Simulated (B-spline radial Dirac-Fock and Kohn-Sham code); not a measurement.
## Dipole and non-dipole photoemission parameters of Pr⁴⁺ 4f7/2

System: the Pr⁴⁺ ion, [Xe] 4f1; threshold 58.47 eV (orbital energy of the model). Calculated with a radial finite-basis atomic code, using Dirac-Hartree-Slater photoionisation with a Latter tail; cross sections with all multipoles, angular parameters from the dipole term and its interference with E2.

For linearly polarised light dσ/dΩ = σ/(4π) [1 + β P₂(cos θ) + (δ + γ cos²θ) sin θ cos φ], with θ from the polarisation vector and φ the angle between the beam and the projection of the electron momentum on the plane normal to the polarisation.

```
hν (eV)    σ (kb)      β       γ      δ
   83.9       661  0.435   0.000  0.007
   85.9       661  0.423   0.000  0.007
   90.9       653  0.401  -0.001  0.008
   96.4       636  0.388  -0.001  0.009
    118       539  0.394   0.000  0.012
    119       534  0.395   0.000  0.012
    121       525  0.398   0.000  0.013
    150       410  0.464   0.003  0.017
    200       265  0.593   0.009  0.022
    220       221  0.641   0.012  0.023
    234       196  0.672   0.015  0.025
    300       113  0.795   0.029  0.031
    625      15.1  1.055   0.157  0.059
    800      6.93  1.084   0.238  0.072
    964      3.74  1.085   0.309  0.083
 1253.6      1.51  1.059   0.420  0.101
   1790     0.416  0.984   0.584  0.135
 2984.4         ?      ?       ?      ?
   3330    0.0370  0.803   0.886  0.230
   3370    0.0353  0.799   0.892  0.232
   4430    0.0113  0.717   1.030  0.294
   6000   0.00304  0.628   1.169  0.380
   6320   0.00242  0.613   1.190  0.396
   7610   0.00106  0.563   1.260  0.461
 8047.8  0.000821  0.548   1.280  0.482
  10400  0.000253  0.485   1.358  0.590
  10800  0.000213  0.476   1.368  0.607
  13000  8.93e-05  0.436   1.413  0.698
  13300  8.02e-05  0.431   1.419  0.710
```

Q: Give the values at Ag Lα (2984.4 eV).

A: σ = 0.0577 kb, β = 0.836, γ = 0.831, δ = 0.209.
